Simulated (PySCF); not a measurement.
sulfur difluoride (F2S), SMILES FSF.

Coordinates come from a r2SCAN-D4/def2-TZVP optimisation.

Level of theory: TDA-M06-2X/def2-TZVPD run with PySCF.

Vertical excitations. The molecule is in vacuum. State labels are in the subgroup C2v.

```
state  symmetry  energy (eV)  λ (nm)      f                                              main pairs
-----  --------  -----------  ------  -----  ------------------------------------------------------
S1           A2         3.25     382  0.000                                          HOMO→LUMO 94 %
S2           B1         4.90     253  0.010                                        HOMO→LUMO+1 84 %
S3           B1         6.81     182  0.070                                        HOMO→LUMO+2 96 %
S4           A1         7.66     162  0.020                                        HOMO→LUMO+3 98 %
S5           A2         7.72     161  0.000                                        HOMO→LUMO+4 92 %
S6           B1         7.82     159  0.005                      HOMO→LUMO+5 82 %, HOMO→LUMO+1 14 %
S7           B2         9.21     135  0.036  HOMO−1→LUMO 63 %, HOMO→LUMO+8 13 %, HOMO−2→LUMO+1 10 %
S8           A2         9.26     134  0.000                                        HOMO→LUMO+6 97 %
S9           A1         9.49     131  0.006                                        HOMO−2→LUMO 68 %
S10          B1         9.58     129  0.013                                        HOMO→LUMO+7 94 %
T1           A2         2.53     489      0                                          HOMO→LUMO 92 %
T2           B1         3.59     346      0                      HOMO→LUMO+1 77 %, HOMO→LUMO+5 20 %
T3           B1         6.81     182      0                                        HOMO→LUMO+2 96 %
T4           A1         7.48     166      0                                        HOMO→LUMO+3 98 %
```
Triplets are in the Tamm–Dancoff approximation.
